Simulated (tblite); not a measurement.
Species: C3H11NOSi.
Atom-mapped SMILES: `[CH3:1][O:2][SiH2:3][N:4]([CH3:5])[CH3:6]` (hydrogens: H7, H8, H9 on C1; H10, H11 on Si3; H12, H13, H14 on C5; H15, H16, H17 on C6)

A start from a force field or distance geometry was refined with tblite, GFN2-xTB geometry optimisation, gas phase. Values at the start:

| coordinate | start |
| --- | --- |
| C1–O2 | 1.394 Å |
| C1–H7 | 1.107 Å |
| O2–Si3 | 1.708 Å |
| Si3–N4 | 1.758 Å |
| Si3–H10 | 1.467 Å |
| Si3–H11 | 1.486 Å |
| N4–C5 | 1.433 Å |
| C5–H12 | 1.099 Å |
| C5–H14 | 1.101 Å |
| C1–O2–Si3 | 111.8° |
| O2–Si3–N4 | 111.2° |
| Si3–N4–C5 | 116.5° |
| Si3–N4–C6 | 117.9° |
| C5–N4–C6 | 116.9° |

Question: How do these coordinates change at the GFN2-xTB level?

Answer: 
| coordinate | GFN2-xTB (Å or °) | change |
| --- | --- | --- |
| O2–Si3 | 1.618 | -0.090 |
| Si3–N4 | 1.721 | -0.037 |
| Si3–H11 | 1.455 | -0.031 |
| C1–H7 | 1.093 | -0.014 |
| Si3–H10 | 1.476 | +0.009 |
| N4–C5 | 1.439 | +0.006 |
| C5–H12 | 1.094 | -0.005 |
| C5–H14 | 1.097 | -0.004 |
| C1–O2 | 1.392 | -0.002 |
| C1–O2–Si3 | 131.7 | +19.9 |
| Si3–N4–C6 | 123.9 | +6.0 |
| C5–N4–C6 | 112.7 | -4.2 |
| Si3–N4–C5 | 120.2 | +3.7 |
| O2–Si3–N4 | 111.4 | +0.2 |

The energy falls by 55.0 kJ/mol over 189 L-BFGS steps, the largest force on an atom goes from 2.25 to 0.010 eV/Å, and the atoms move by 0.876 Å rms after alignment. The bond that changes most is O2–Si3 (silyl ether oxygen to oxygen-bound silicon), which shortens by 0.090 Å. Bonds longer at the end by more than 0.005 Å: 3 of 16; shorter: 10. Among the dihedrals that turn most is H11–Si3–N4–C6, from -132° to 146°. Rotational constants go from 5095, 1655, 1477 to 5314, 1776, 1418 MHz.

GFN2-xTB frequencies show an imaginary mode (40i cm⁻¹), so the point is no minimum at that level.

All values are computed, not measured.
